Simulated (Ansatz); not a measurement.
`c1ccc(-c2ccc(-c3ccc(-c4cccnc4)nc3)nc2)nc1`. Total charge 0; triplet. Geometry PBE-D4/def2-SVP, that of the neutral singlet; atoms count from 1.

Cartesian coordinates in Å:
```
C -7.0093 -2.1924 -2.1955
C -6.8788 -1.1930 -1.2208
C -5.5980 -0.7949 -0.8225
C -4.4697 -1.4112 -1.4122
C -3.0786 -1.0461 -1.0449
C -1.9880 -1.6931 -1.6643
C -0.6847 -1.3455 -1.3151
C -0.4698 -0.3440 -0.3388
C 0.8837 0.0809 0.0864
C 2.0760 -0.4657 -0.4320
C 3.3104 -0.0052 0.0275
C 3.3509 1.0093 1.0112
C 4.6221 1.5534 1.5518
C 4.5912 2.5670 2.5343
C 5.7938 3.0713 3.0355
C 7.0004 2.5479 2.5407
N 7.0570 1.5846 1.6070
C 5.8982 1.1085 1.1340
N 2.2104 1.5372 1.5119
C 1.0360 1.0918 1.0681
N -1.5126 0.2787 0.2568
C -2.7552 -0.0604 -0.0837
N -4.6043 -2.3750 -2.3513
C -5.8322 -2.7480 -2.7243
H -7.9960 -2.5359 -2.5395
H -7.7681 -0.7248 -0.7722
H -5.4804 -0.0125 -0.0602
H -2.2038 -2.4652 -2.4168
H 0.1603 -1.8527 -1.8013
H 2.0508 -1.2548 -1.1977
H 4.2354 -0.4352 -0.3800
H 3.6099 2.9282 2.8745
H 5.8014 3.8614 3.8017
H 7.9689 2.9249 2.9164
H 5.9910 0.3176 0.3688
H 0.1249 1.5424 1.4956
H -3.5537 0.4900 0.4444
H -5.8894 -3.5395 -3.4936
```

Single mean-field runs in def2-TZVP are fitted with def2-universal-jkfit. At PBE0-D4/def2-TZVP a singlet of charge 0 lies 2.74 eV below the triplet at the same geometry.

Question: Estimate the Mulliken populations of the heavy atoms from the PBE0/def2-TZVP orbitals of Ansatz.

Answer: 
```json
{"atom": "C1", "charge (e)": "-0.10", "spin (α − β)": "0.16"}
{"atom": "C2", "charge (e)": "-0.11", "spin (α − β)": "-0.07"}
{"atom": "C3", "charge (e)": "-0.22", "spin (α − β)": "0.13"}
{"atom": "C4", "charge (e)": "0.24", "spin (α − β)": "-0.06"}
{"atom": "C5", "charge (e)": "0.09", "spin (α − β)": "0.35"}
{"atom": "C6", "charge (e)": "-0.22", "spin (α − β)": "-0.05"}
{"atom": "C7", "charge (e)": "-0.18", "spin (α − β)": "0.18"}
{"atom": "C8", "charge (e)": "0.27", "spin (α − β)": "0.17"}
{"atom": "C9", "charge (e)": "0.11", "spin (α − β)": "0.24"}
{"atom": "C10", "charge (e)": "-0.20", "spin (α − β)": "0.14"}
{"atom": "C11", "charge (e)": "-0.20", "spin (α − β)": "-0.01"}
{"atom": "C12", "charge (e)": "0.33", "spin (α − β)": "0.37"}
{"atom": "C13", "charge (e)": "0.01", "spin (α − β)": "-0.06"}
{"atom": "C14", "charge (e)": "-0.21", "spin (α − β)": "0.14"}
{"atom": "C15", "charge (e)": "-0.08", "spin (α − β)": "-0.08"}
{"atom": "C16", "charge (e)": "-0.05", "spin (α − β)": "0.18"}
{"atom": "N17", "charge (e)": "-0.20", "spin (α − β)": "-0.07"}
{"atom": "C18", "charge (e)": "-0.08", "spin (α − β)": "0.15"}
{"atom": "N19", "charge (e)": "-0.21", "spin (α − β)": "-0.06"}
{"atom": "C20", "charge (e)": "-0.14", "spin (α − β)": "0.19"}
{"atom": "N21", "charge (e)": "-0.22", "spin (α − β)": "0.10"}
{"atom": "C22", "charge (e)": "-0.09", "spin (α − β)": "-0.02"}
{"atom": "N23", "charge (e)": "-0.23", "spin (α − β)": "0.10"}
{"atom": "C24", "charge (e)": "-0.08", "spin (α − β)": "-0.06"}
```
Mulliken values depend strongly on the basis.

Question: Where does the spin sit?

Answer: Summed by element: C 1.99, N 0.07, H -0.06, of 2 unpaired in all. Largest on single atoms: C12 0.37, C5 0.35, C9 0.24.

Question: And the Mayer bond orders between heavy atoms (over 0.3)?

Answer: C1–C2 1.40 (1.40 Å); C1–C24 1.36 (1.40 Å); C2–C3 1.50 (1.40 Å); C3–C4 1.33 (1.41 Å); C4–C5 1.07 (1.48 Å); C4–N23 1.33 (1.35 Å); C5–C6 1.22 (1.41 Å); C5–C22 1.18 (1.41 Å); C6–C7 1.55 (1.39 Å); C7–C8 1.18 (1.41 Å); C8–C9 1.24 (1.48 Å); C8–N21 1.17 (1.35 Å); C9–C10 1.14 (1.41 Å); C9–C20 1.13 (1.42 Å); C10–C11 1.62 (1.40 Å); C11–C12 1.18 (1.41 Å); C12–C13 1.07 (1.48 Å); C12–N19 1.21 (1.35 Å); C13–C14 1.33 (1.41 Å); C13–C18 1.28 (1.41 Å); C14–C15 1.50 (1.40 Å); C15–C16 1.35 (1.41 Å); C16–N17 1.45 (1.34 Å); N17–C18 1.56 (1.34 Å); N19–C20 1.71 (1.33 Å); N21–C22 1.72 (1.33 Å); N23–C24 1.57 (1.34 Å).
